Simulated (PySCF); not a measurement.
cis-Zr(NH3)2Cl4 (singlet state).
Cartesian coordinates in Å at the PBE0-D3(BJ)/def2-SVP level; atoms count from 1:
```xyz
13
Cl4H6N2Zr angstrom
Zr    -0.7482    0.1402   -0.7561
N     -0.6544   -0.1033    1.6416
H     -1.6241    0.0140    1.9437
H     -0.1083    0.6160    2.1156
H     -0.3547   -1.0268    1.9544
Cl    -0.4324    0.3680   -3.0936
N      1.6472   -0.1103   -0.6414
H      1.9471   -0.1270   -1.6186
H      1.9715   -0.9794   -0.2179
H      2.1133    0.6834   -0.2011
Cl    -3.0878    0.3685   -0.4519
Cl    -0.0847    2.3716   -0.0906
Cl    -0.5538   -2.2670   -0.5619
```

Method: PySCF 2.14.0, density-fitted response routines, TDDFT PBE0/def2-SVPD, vertical, gas phase, core orbitals frozen in the response, def2 core potentials past Kr. Spin–orbit coupling is left out.

Frontier orbitals with the atoms that hold most of them (Löwdin shares over 4%, at most four atoms; ? is withheld):

| orbital | ε (eV) | atoms |
| --- | --- | --- |
| HOMO-3 | -8.75 | Cl13 44%, Cl12 37%, N7 5%, N2 5% |
| HOMO-2 | -8.71 | Cl13 27%, Cl12 23%, Cl11 22%, Cl6 22% |
| HOMO-1 | -8.60 | Cl12 30%, Cl13 23%, Cl11 22%, Cl6 21% |
| HOMO | -8.52 | ? |
| LUMO | ? | ? |
| LUMO+1 | -2.01 | Zr1 69%, Cl13 8%, Cl12 8%, Cl6 6% |
| LUMO+2 | -1.80 | Zr1 68%, Cl13 9%, Cl12 9%, Cl11 6% |

Give the leading atoms of the HOMO.

Cl12 (bonded to Zr) 27%; Cl6 (bonded to Zr) 25%; Cl11 (bonded to Zr) 25%; Cl13 (bonded to Zr) 20%.

Give the leading atoms of the LUMO.

Zr1 (bonded to 4 Cl and 2 N) 69%; Cl6 (bonded to Zr) 10%; Cl11 (bonded to Zr) 10%. By element: zirconium 69%, chlorine 20% or more.

What is the LUMO energy, and the HOMO–LUMO gap?

ε(LUMO) = -2.07 eV; the gap is 6.45 eV (0.2370 hartree).

The HOMO–LUMO gap is 6.45 eV. Where does the response calculation put the lowest singlet, and from which orbitals?

S1 is at 5.07 eV (f = 0.0000), 1.38 eV below the gap, made of HOMO→LUMO (99%). 

Give energy, strength and leading configuration of S1, S2, S3 and S7, and follow the Löwdin shares of the leading atoms from the occupied to the empty orbital.

- S1 (5.07 eV, f 0.0000), HOMO→LUMO (99%): Cl12 27% → at most 4%, Cl6 25% → 10%, Zr1 at most 3% → 69%; the Löwdin share of zirconium is at most 3% in HOMO and 69% in LUMO (ligand-to-metal charge transfer by this measure)
- S2 (5.15 eV, f 0.0002), HOMO-1→LUMO (96%): Cl12 30% → at most 4%, Cl13 23% → at most 4%, Zr1 at most 5% → 69%, Cl6 21% → 10%; the Löwdin share of zirconium is at most 5% in HOMO-1 and 69% in LUMO (ligand-to-metal charge transfer by this measure)
- S3 (5.21 eV, f 0.0006), HOMO-1→LUMO+1 (80%): Cl12 30% → 8%, Cl13 23% → 8%, Zr1 at most 5% → 69%; the Löwdin share of zirconium is at most 5% in HOMO-1 and 69% in LUMO+1 (ligand-to-metal charge transfer by this measure)
- S7 (5.36 eV, f 0.0052), HOMO-2→LUMO+1 (74%): Cl13 27% → 8%, Cl12 23% → 8%, Zr1 at most 6% → 69%; the Löwdin share of zirconium is at most 6% in HOMO-2 and 69% in LUMO+1

Orbitals of the list HOMO-3 to LUMO+2 that lie within 0.01 eV of each other are written together with a slash and their weights summed (≥ marks a lower bound); for degenerate orbitals outside that list single weights are arbitrary.
